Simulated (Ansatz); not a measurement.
`[SiH3][SiH2][O][SnH3]` + `BN[SiH2]Cl` → `BN([SiH3])[SiH2]Cl` + `[SiH3][O][SnH3]`  (cleavage of the Si–Si bond)

Gas-phase electronic energies from Ansatz, PBE0-D4/def2-TZVP geometries. CCSD(T)/CBS adds triple-zeta CCSD(T) − MP2 to the extrapolated MP2 energy (def2 sets, frozen cores). Functionals use def2-TZVPP. B3LYP here is the variant with VWN-RPA as its local correlation; programs differ in this. Elements past krypton have def2 core potentials. For Sn outer-core shells are correlated without core-valence functions, which leaves a few kJ/mol of doubt a bond. One conformer a species, not always the lowest.

`[SiH3][SiH2][O][SnH3]`:

Cartesian coordinates in Å:
```
Si 0.912 1.601 1.796
Si 0.682 0.477 -0.246
O -0.573 -0.561 -0.145
Sn -1.435 -1.851 -1.353
H 1.174 0.642 2.905
H -0.320 2.371 2.122
H 2.055 2.554 1.722
H 1.954 -0.241 -0.569
H 0.476 1.471 -1.345
H -2.692 -2.505 -0.416
H -1.989 -0.963 -2.697
H -0.243 -2.995 -1.772
```

`BN[SiH2]Cl`:

```xyz
9

B    -1.191   -0.814    0.647
N     0.051   -0.669    0.011
Si    0.721    0.818   -0.564
Cl    2.260    1.449    0.644
H    -1.870    0.157    0.811
H    -1.548   -1.898    1.007
H     0.611   -1.503   -0.106
H     1.309    0.622   -1.907
H    -0.342    1.839   -0.543
```

`BN([SiH3])[SiH2]Cl`:

```xyz
12

B    -1.088    0.526    1.171
N    -0.217    0.098    0.145
Si    1.190    1.099   -0.203
Si   -0.494   -1.390   -0.702
Cl    0.963   -2.754   -0.213
H    -2.040   -0.136    1.472
H    -0.861    1.562    1.734
H     1.878    0.510   -1.380
H     2.111    1.114    0.958
H     0.751    2.481   -0.514
H    -0.388   -1.171   -2.162
H    -1.805   -1.939   -0.306
```

`[SiH3][O][SnH3]`:

Z-matrix (Å, degrees):
```
Si
O 1 1.627
H 1 1.486 2 109.0
H 1 1.492 2 111.4 3 120.0
H 1 1.492 2 111.4 3 -120.0
Sn 2 1.963 1 136.6 3 180.0
H 6 1.699 2 103.7 1 179.7
H 6 1.705 2 106.7 1 59.8
H 6 1.705 2 106.7 1 -60.4
```

CCSD(T)/CBS gives -44.6 kJ/mol.

(1) Another level gave -40.0 kJ/mol. Which?
A. B3LYP-D4/def2-TZVPP
B. CCSD(T)/def2-TZVPP
C. HF/def2-TZVPP
D. r2SCAN-D4/def2-TZVPP

Largest T1 diagnostic among the species: 0.014.

Results:

(1) A. B3LYP-D4 -40.0, HF/def2-TZVPP -52.3, r2SCAN-D4 -35.0, CCSD(T)/def2-TZVPP -45.0 kJ/mol.

From PBE to PBE0 (25 % exact exchange), in def2-TZVPP and without D4, ΔE moves by −7.5 kJ/mol. The D4 term adds −7.2 kJ/mol with B3LYP and −3.8 kJ/mol with PBE0; it sums over pairs of atoms, weighted by their polarisabilities, and B3LYP, whose exchange is more repulsive, gets the larger term.
